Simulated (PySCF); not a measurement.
trans-butane (C4H10), singlet, at a GFN2-xTB geometry. Base run: SVWN5/6-31G* (PySCF).

Input for PySCF:
```python
from pyscf import gto, scf, dft

mol = gto.M(
    atom='''
C     0.69972710    1.81214548   -0.01176203
C     0.70675440    0.28853896    0.00289920
C    -0.70675440   -0.28853896   -0.00289920
C    -0.69972710   -1.81214548    0.01176203
H     1.71545059    2.20096356   -0.00734751
H    -1.71545059   -2.20096356    0.00734751
H     0.18011936    2.19963272    0.86211672
H     0.19425279    2.18273075   -0.90112412
H    -0.19425279   -2.18273075    0.90112412
H    -0.18011936   -2.19963272   -0.86211672
H     1.24912394   -0.08031491   -0.87090544
H     1.23499164   -0.06341428    0.89219486
H    -1.23499164    0.06341428   -0.89219486
H    -1.24912394    0.08031491    0.87090544
''',
    basis='6-31g*',
    verbose=4,
    symmetry=True,
)

mf = dft.RKS(mol)
mf.xc = 'lda,vwn'
mf.kernel()
mf.analyze()
```

Each row names what was changed in the base input (with any setting that the change needs).

```json
[
 {"change": "base", "ΔE vs base (eV)": "0.00", "point group used": "C2h", "SCF cycles": "9", "outcome": "converged"},
 {"change": "irrep_nelec = Ag:14 Bg:4 Au:6 Bu:10", "ΔE vs base (eV)": "24.21", "point group used": "C2h", "SCF cycles": "11", "outcome": "converged"},
 {"change": "symmetry_subgroup = C2", "ΔE vs base (eV)": "0.00", "point group used": "C2", "SCF cycles": "9", "outcome": "converged"},
 {"change": "symmetry_subgroup = Cs", "ΔE vs base (eV)": "0.00", "point group used": "Cs", "SCF cycles": "9", "outcome": "converged"},
 {"change": "irrep_nelec = Ag:14 Bg:6 Au:2 Bu:12", "ΔE vs base (eV)": "25.57", "point group used": "C2h", "SCF cycles": "12", "outcome": "converged"},
 {"change": "irrep_nelec = Ag:12 Bg:4 Au:4 Bu:14", "ΔE vs base (eV)": "-", "point group used": "-", "SCF cycles": "50", "outcome": "not converged"},
 {"change": "symmetry = off", "ΔE vs base (eV)": "0.00", "point group used": "C1", "SCF cycles": "9", "outcome": "converged"},
 {"change": "symmetry_subgroup = Ci", "ΔE vs base (eV)": "0.00", "point group used": "Ci", "SCF cycles": "9", "outcome": "converged"},
 {"change": "irrep_nelec = Ag:14 Bg:2 Au:6 Bu:12", "ΔE vs base (eV)": "21.33", "point group used": "C2h", "SCF cycles": "11", "outcome": "converged"}
]
```
